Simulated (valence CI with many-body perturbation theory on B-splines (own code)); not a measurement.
## Zr VIII: electric-dipole lines

Computed by configuration interaction combined with many-body perturbation theory (CI+MBPT): five valence electrons over a frozen Dirac-Fock core [Ar] 3d10, a basis of 9 s, 9 p, 8 d, 6 f, 3 g, 1 h functions for each j, with the one-electron correlation potential Σ1, the two-electron term Σ2, the three-electron term Σ3, Breit, model QED; selected CI, second order for the rest, scaled by the run's own slope (own B-spline code, finite nucleus).

No measured levels were compared; by estimate levels hold to about 250 cm⁻¹ or 0.2 % of their energy and the worst to 1 %, as in measured heavy ions of charge 2 to 7; those with d or f electrons hold less well. Among the levels kept, up to 800 cm⁻¹ of a level comes from second order outside the variational space, and about a tenth of that is noise between levels of different J, which matters for small intervals.

Lines 151 to 171 of 171 in falling wavelength, among levels below 57.449 eV, chosen from the strongest by gf and those to the six lowest levels. Wavelengths and rates use the calculated energies, so an error of 600 cm⁻¹ moves a line at 282.0 Å by 0.17 % and its rate by three times that or more. Electric multipoles are in the length gauge, E1 and E2 with the static RPA response of the core. Weak lines are less certain than strong ones. Lines between different terms over intervals too small for the method are left out, as are lines whose strength nearly cancels.

Names give the largest LS component (configuration and term), which can be under half, so a name can repeat, a term be missing and a line seem to break the LS rules; names also repeat where a configuration has a term twice. Letters in brackets count levels of one name in rising energy.

| λ vac (Å) | Upper | Lower | A (s⁻¹) | S (a.u.) |
| --- | --- | --- | --- | --- |
| 282.0 | 4s²4p²4d ²P_1/2 [b] | 4s²4p³ ²D°_3/2 | 3.81e+09 | 8.43e-02 |
| 281.0 | 4s²4p²4d ²D_3/2 [a] | 4s²4p³ ⁴S°_3/2 | 1.46e+10 | 6.41e-01 |
| 279.7 | 4s²4p²4d ²D_3/2 [c] | 4s²4p³ ²P°_1/2 | 7.09e+10 | 3.06e+00 |
| 279.0 | 4s²4p²4d ²P_3/2 [b] | 4s²4p³ ²D°_5/2 | 6.34e+07 | 2.72e-03 |
| 278.8 | 4s²4p²4d ²F_5/2 [b] | 4s²4p³ ²D°_3/2 | 9.99e+10 | 6.41e+00 |
| 278.4 | 4s²4p²4d ²F_7/2 [b] | 4s²4p³ ²D°_5/2 | 1.17e+11 | 9.93e+00 |
| 274.6 | 4s²4p²4d ²P_3/2 [b] | 4s²4p³ ²D°_3/2 | 9.55e+08 | 3.91e-02 |
| 274.2 | 4s²4p²4d ²S_1/2 | 4s²4p³ ²D°_3/2 | 1.09e+10 | 2.21e-01 |
| 273.8 | 4s²4p²4d ²D_5/2 [a] | 4s²4p³ ⁴S°_3/2 | 5.75e+09 | 3.49e-01 |
| 268.8 | 4s²4p²4d ²D_3/2 [b] | 4s²4p³ ⁴S°_3/2 | 9.33e+06 | 3.58e-04 |
| 267.1 | 4s²4p²4d ²D_5/2 [b] | 4s²4p³ ⁴S°_3/2 | 8.18e+07 | 4.62e-03 |
| 266.6 | 4s²4p²4d ²D_3/2 [c] | 4s²4p³ ²D°_5/2 | 1.65e+08 | 6.17e-03 |
| 266.3 | 4s²4p²4d ²D_5/2 [c] | 4s²4p³ ²D°_5/2 | 3.79e+09 | 2.12e-01 |
| 264.7 | 4s²4p²4d ²P_1/2 [b] | 4s²4p³ ⁴S°_3/2 | 1.75e+07 | 3.20e-04 |
| 262.6 | 4s²4p²4d ²D_3/2 [c] | 4s²4p³ ²D°_3/2 | 2.37e+05 | 8.46e-06 |
| 262.3 | 4s²4p²4d ²D_5/2 [c] | 4s²4p³ ²D°_3/2 | 8.97e+08 | 4.79e-02 |
| 261.8 | 4s²4p²4d ²F_5/2 [b] | 4s²4p³ ⁴S°_3/2 | 1.67e+09 | 8.89e-02 |
| 258.1 | 4s²4p²4d ²P_3/2 [b] | 4s²4p³ ⁴S°_3/2 | 7.50e+05 | 2.55e-05 |
| 257.7 | 4s²4p²4d ²S_1/2 | 4s²4p³ ⁴S°_3/2 | 4.50e+07 | 7.61e-04 |
| 247.4 | 4s²4p²4d ²D_3/2 [c] | 4s²4p³ ⁴S°_3/2 | 1.26e+08 | 3.78e-03 |
| 247.2 | 4s²4p²4d ²D_5/2 [c] | 4s²4p³ ⁴S°_3/2 | 4.42e+08 | 1.97e-02 |
